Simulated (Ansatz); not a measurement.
Two members of one family ((BeS)n), computed with Ansatz in the gas phase. The two geometries come from different levels. Binding counts from free atoms in the multiplicity of their measured ground term, without zero-point energy. The structures are stationary points that may keep the symmetry of their start.

First: (BeS)3 ring (singlet, charge 0, PBE-D4/def2-SVP geometry).

Cartesian coordinates in Å:
```
Be -0.605 -0.432 1.192
S -1.053 -1.916 0.060
Be -0.071 -0.798 -1.153
S 0.942 0.673 -1.856
Be 0.677 1.230 -0.038
S 0.111 1.243 1.796
```

```csv
level,HOMO (eV),LUMO (eV),gap (eV),binding per atom (eV)
PBE-D4/def2-SVP,-6.69,-3.40,3.30,3.74
r2SCANh-D4/def2-TZVP,-7.28,-2.73,4.55,3.73
PBE0-D4/def2-SVP,-7.85,-2.68,5.16,3.66
PBE0-D4/def2-TZVP,-7.73,-2.53,5.20,3.69
LC-ωPBE/def2-TZVP,-10.38,-0.54,9.85,3.61
```

Second: (BeS)6 ring (singlet, charge 0, B3LYP-D4/def2-SVP geometry).

```csv
atom,x (Å),y (Å),z (Å)
Be1,-1.0543,1.7149,-1.8592
S2,-2.4526,0.4747,-2.1959
Be3,-2.7157,0.1407,-0.3457
S4,-2.9571,-0.1968,1.5073
Be5,-1.6536,-1.5779,1.5093
S6,-0.3318,-2.9399,1.5044
Be7,1.0562,-1.6978,1.8681
S8,2.4358,-0.4383,2.2046
Be9,2.7094,-0.1377,0.3497
S10,2.9483,0.1637,-1.5092
Be11,1.6598,1.5573,-1.5223
S12,0.3556,2.9371,-1.5111
```

Q: Estimate how these quantities change from the first to the second (second minus first).

A: 
```json
{"level": "PBE-D4/def2-SVP", "Δ HOMO (eV)": "-0.44", "Δ LUMO (eV)": "1.00", "Δ gap (eV)": "1.45", "Δ binding per atom (eV)": "0.08"}
{"level": "r2SCANh-D4/def2-TZVP", "Δ HOMO (eV)": "-0.42", "Δ LUMO (eV)": "1.02", "Δ gap (eV)": "1.45", "Δ binding per atom (eV)": "0.08"}
{"level": "PBE0-D4/def2-SVP", "Δ HOMO (eV)": "-0.47", "Δ LUMO (eV)": "1.01", "Δ gap (eV)": "1.48", "Δ binding per atom (eV)": "0.09"}
{"level": "PBE0-D4/def2-TZVP", "Δ HOMO (eV)": "-0.42", "Δ LUMO (eV)": "1.03", "Δ gap (eV)": "1.45", "Δ binding per atom (eV)": "0.08"}
{"level": "LC-ωPBE/def2-TZVP", "Δ HOMO (eV)": "-0.46", "Δ LUMO (eV)": "0.89", "Δ gap (eV)": "1.35", "Δ binding per atom (eV)": "0.07"}
```
